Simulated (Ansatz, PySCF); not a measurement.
C₃H₈ClFOSi (SMILES CCO[Si](C)(F)Cl), singlet, geometry from GFN2-xTB, with bond 8-1 at 1.8 times its length. Base run: CASSCF(4,5)/STO-3G (PySCF).

Here is a job for PySCF.
```python
from pyscf import gto, scf, mcscf
import numpy

mol = gto.M(
    atom='''
C    -3.036264   -1.150661    0.432789
C    -1.768915   -1.020177   -0.395726
O    -0.701339   -0.654522    0.446717
Si    0.714352    0.049846    0.165588
C     2.058654   -1.066777   -0.556195
F     1.127089    0.461722    1.661494
Cl    0.492497    1.734939   -0.910988
H    -4.527928   -1.684329   -0.713134
H    -2.895775   -1.896987    1.209813
H    -3.269617   -0.199971    0.904283
H    -1.524218   -1.974633   -0.875971
H    -1.897912   -0.261997   -1.176111
H     3.021488   -0.564650   -0.571903
H     2.168654   -1.965715    0.044072
H     1.835040   -1.374328   -1.574162
''',
    basis='sto-3g',
    charge=0,
    spin=0,
    verbose=4,
)

mf = scf.RHF(mol)
mf.kernel()
mc = mcscf.CASSCF(mf, 5, 4)
mc.fix_spin_(ss=0.0)
mc.kernel()
occ = numpy.linalg.eigvalsh(mc.fcisolver.make_rdm1(mc.ci, mc.ncas, mc.nelecas))[::-1]
ss = mc.fcisolver.spin_square(mc.ci, mc.ncas, mc.nelecas)[0]
print('natural occupations', occ.round(4), ' <S^2>', round(ss, 4))
```

Programs used: Ansatz (an electronic-structure program), PySCF; a row that names a program was run with it.

Variants of this job, named by their change:

| change | ΔE vs base (kcal/mol) | natural occupations | <S^2> of the state |
|---|---|---|---|
| base | 0.000 | 1.98 1.72 0.28 0.02 0.00 | 0.00 |
| state_average = 2 states | 18.15 | - | - |
| code = ansatz; correction = SC-NEVPT2, all electrons | -139.1 | - | - |
| solver = newton | 0.594 | 1.98 1.72 0.28 0.02 0.00 | 0.00 |
| active space = 8 electrons, 8 orbitals | -25.15 | 1.98 1.98 1.97 1.72 0.28 0.02 0.02 0.02 | 0.00 |
| active space = 4 electrons, 4 orbitals | 0.398 | 1.98 1.72 0.28 0.02 | 0.00 |
| correction = SC-NEVPT2 | -138.3 | 1.98 1.72 0.28 0.02 0.00 | 0.00 |
| code = ansatz | -2.82 | - | - |
| conv_tol = 1e-5 | 0.003 | 1.98 1.72 0.28 0.02 0.00 | 0.00 |
| orbitals = fixed (CASCI) | 16.25 | 2.00 1.76 0.24 0.00 0.00 | 0.00 |
| active space = 4 electrons, 6 orbitals | -0.353 | 1.98 1.72 0.28 0.02 0.00 0.00 | 0.00 |

Active orbitals are taken around the Fermi level unless the row says otherwise; CASSCF can end in different local minima, and two programs can end on different orbitals. State-averaged rows give the lowest state.
